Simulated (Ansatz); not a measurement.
Consider the hydrogenolysis of the In–O bond: `C[O][In]([OH])[SH]` + H₂ → `[OH][InH][SH]` + CH₃OH.

Computed with Ansatz on PBE0-D4/def2-TZVP structures; ΔE is electronic, products minus reactants. CBS: MP2 limit from def2 TZ/QZ plus the TZ coupled-cluster correction, frozen cores. This one scheme is used for every species. Functionals use def2-TZVPP. B3LYP here is the variant with VWN-RPA as its local correlation; programs differ in this. def2 core potentials past Kr. For In outer-core shells are correlated without core-valence functions, which leaves a few kJ/mol of doubt a bond. Each species was taken in one conformer, which may not be the lowest.

```
             level  ΔE (kcal/mol)  difference from CCSD(T)/CBS
            PBE-D4           -1.2                         -1.3
           PBE0-D4           -3.5                         -3.6
          B3LYP-D4           -1.3                         -1.4
           ωB97X-V           -2.0                         -2.1
           ωB97M-V           -2.7                         -2.8
            B2PLYP           -1.2                         -1.3
               PBE           -2.4                         -2.5
CCSD(T)/def2-TZVPP           -1.1                         -1.2
SCS-MP2/def2-QZVPP            0.6                          0.5
    CCSD/CBS(def2)           -1.5                         -1.6
       CCSD(T)/CBS            0.1                            0
```

Largest T1 diagnostic among the species: 0.016.

From PBE to PBE0 (25 % exact exchange), in def2-TZVPP and without D4, ΔE moves by −2.1 kcal/mol. In def2-TZVPP, CCSD(T) changes the Hartree–Fock value by +5.4 kcal/mol (the triples alone add +1.6 kcal/mol) and MP2 by +7.2 kcal/mol.
